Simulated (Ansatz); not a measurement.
The first iterations of a band of AlAsBH₆NS (11 atoms, charge 0, multiplicity 1).

Theory: RKS PBE0/def2-SVP (Ansatz 0.2.0).

```json
{
 "movable images": "9",
 "climbing image": "from the first iteration",
 "spring": "5.0 eV/Å²",
 "optimiser": "fire",
 "start path": "IDPP",
 "force threshold": "0.05 eV/Å",
 "iteration limit": "26",
 "end points": "relaxed"
}
```

Initial state:

```xyz
11
Properties=species:S:1:pos:R:3
B -0.369 2.026 0.690
Al -0.958 0.001 0.876
As 0.838 -1.680 0.450
N -0.697 -1.083 -0.756
S 2.355 -0.273 -0.393
H -0.171 2.732 1.656
H -0.167 2.558 -0.381
H -2.144 -0.676 1.702
H -0.311 -0.648 -1.595
H -1.303 -1.857 -1.030
H 2.993 -1.157 -1.198
```

Final state:

```xyz
11
Properties=species:S:1:pos:R:3
B -0.705 1.686 1.012
Al -0.008 -0.290 1.328
As -0.138 -1.678 -0.746
N -0.609 -0.490 -2.015
S 2.012 -0.696 0.075
H -1.506 2.238 1.735
H -0.391 2.329 0.030
H 0.054 -1.200 2.633
H -0.239 -0.618 -2.951
H -0.810 0.480 -1.798
H 2.406 -1.820 0.717
```

| iteration | highest image above the first end (eV) | largest band force component (eV/Å) |
| --- | --- | --- |
| 1 | 1.645 | 1.198 |
| 2 | 1.605 | 0.827 |
| 3 | 1.555 | 0.670 |
| 4 | 1.524 | 0.536 |
| 5 | 1.510 | 0.780 |
| 6 | 1.491 | 0.459 |
| 7 | 1.470 | 0.506 |
| 8 | 1.458 | 0.428 |

**Question.** Does the band converge within its limit, and where does its top end?

**Answer.** It did not converge within its limit. It ended after 26 iterations with the highest image 1.322 eV above the first end. The band didn't meet its force threshold, so its energies are provisional: the largest band force was still 0.16 eV/Å, and over the last iterations the top stayed at 1.32 eV. The orbitals stay closed-shell, which can raise the energy where a bond breaks towards radicals; this wasn't checked here.

The run took 17 min on 2 threads of Arm Neoverse V1, on a shared host, peak memory 0.34 GiB.
